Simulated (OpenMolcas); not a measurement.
Cu2+ with its 6 nearest oxide ions at 2.108 Å, on the Mg site of MgO (a = 4.2112 Å, distance in the model lattice 2.106 Å). The rest of the host is ab initio model potentials to 7.6 Å, with orthogonalisation functions on the cations behind the ligands, and point charges beyond; the distance is set by hand and nothing relaxes. Ligand basis ANO-RCC-VDZP.
```
Cu    0.0000    0.0000    0.0000
O     2.1080    0.0000    0.0000
O     0.0000    2.1080    0.0000
O    -2.1080    0.0000    0.0000
O     0.0000   -2.1080    0.0000
O     0.0000    0.0000    2.1080
O     0.0000    0.0000   -2.1080
```

```
Program             : OpenMolcas 26.06
Method              : CASSCF
Basis               : ANO-RCC-VTZP [6s5p3d2f1g]
Scalar Hamiltonian  : DKH2, point nucleus
Active space        : 9 electrons in 5 orbitals (3d)
State averaging     : 2S+1 = 2 even, 5 roots
Spin-orbit coupling : state interaction with AMFI integrals over the reference wave functions
```

(1) What is the spin-free ground state (labels of O, the rotations of Oh)?

(2) Where is the first state of the same spin?

(3) What are the lowest two levels with spin-orbit coupling?

(4) What is χT at 300 K, and how does it compare with the textbook value?

(5) Which ligand-field parameters describe the states?

Answers

(1) 2E, 2-fold in its orbital part, 100 % from free-ion D terms; it has the highest spin that d9 allows.

(2) 2T2 at 6910 cm-1 above the ground state.

(3) A 4-fold level Γ8, then a 2-fold level Γ7 6242 cm-1 above it. Their leading multiplicities are 2 (100 %) and 2 (100 %).

(4) The lowest level has 2S+1 = 2, for which the spin-only value is χT = S(S+1) / 2 = 0.375 cm3 K/mol (g = 2). The computed 0.576 at 300 K differs by +0.201, through orbital momentum, spin-orbit coupling and any other state in reach.

(5) The gap between the two states is 10Dq = 6910 cm-1. 

An orbital doublet at a regular site is open to a Jahn-Teller distortion, which this geometry leaves out. Ligand-to-metal charge-transfer states are missing. With metal d orbitals alone and no dynamic correlation 10Dq can be off by a tenth to a fifth, either way, in oxide and fluoride hosts. No measured value stands beside these numbers; the geometry was set by hand and not optimised.
